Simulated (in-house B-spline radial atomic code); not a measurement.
Configurations of Nb³⁺, with energies counted from [Kr] 4d2. Level of theory: scalar-relativistic (X2C) PBE, spin-polarised, spherical fractional occupations, Fermi nucleus of rms radius 4.324 fm; calculated with a B-spline radial code for spherical atoms. Shells without spins written out take the highest spin.

Occupations are held fixed; configurations that lie above the ionisation limit could autoionise.

```json
{"configuration": "[Kr] 4d1 5p1", "E - E(ref) (eV)": "11.916", "highest orbital": "5p up", "its <r> (bohr)": "3.121"}
{"configuration": "[Kr] 4d(1 up, 0 down) 5d(1 up, 0 down)", "E - E(ref) (eV)": "20.083", "highest orbital": "5d up", "its <r> (bohr)": "4.151"}
{"configuration": "[Ar] 3d10 4s2 4p5 4d2 5d1", "E - E(ref) (eV)": "53.414", "highest orbital": "5d up", "its <r> (bohr)": "4.08"}
{"configuration": "[Ar] 3d10 4s2 4p5 4d2 4f1", "E - E(ref) (eV)": "55.285", "highest orbital": "4f up", "its <r> (bohr)": "3.457"}
{"configuration": "[Ar] 3d10 4s2 4p(2 up, 3 down) 4d(1 up, 1 down) 5d(1 up, 0 down)", "E - E(ref) (eV)": "55.508", "highest orbital": "5d up", "its <r> (bohr)": "4.126"}
{"configuration": "[Ar] 3d(4 up, 5 down) 4s2 4p6 4d(1 up, 1 down) 5s(0 up, 1 down)", "E - E(ref) (eV)": "213.71", "highest orbital": "5s down", "its <r> (bohr)": "2.666"}
{"configuration": "[Ar] 3d9 4s2 4p6 4d2 5d1", "E - E(ref) (eV)": "227.03", "highest orbital": "5d up", "its <r> (bohr)": "4.014"}
```

**Question.** Order these further configurations by energy, lowest first.
A. [Ar] 3d9 4s2 4p6 4d2 5p1
B. [Kr] 4d1 4f1
C. [Kr] 4d(1 up, 1 down)
D. [Ar] 3d9 4s2 4p6 4d2 4f1
E. [Ar] 3d10 4s2 4p5 4d3

**Answer.** C (0.85777 eV), B (22.138 eV), E (31.711 eV), A (218.55 eV), D (229.22 eV).

**Question.** How far above the reference does [Ar] 3d9 4s2 4p6 4d2 5f1 lie?

**Answer.** 234.44 eV; its least bound orbital is 5f up with <r> = 6.332 bohr.

**Question.** How far above the reference does [Kr] 4d(1 up, 0 down) 4f(0 up, 1 down) lie?

**Answer.** 22.462 eV; its least bound orbital is 4f down with <r> = 3.76 bohr.
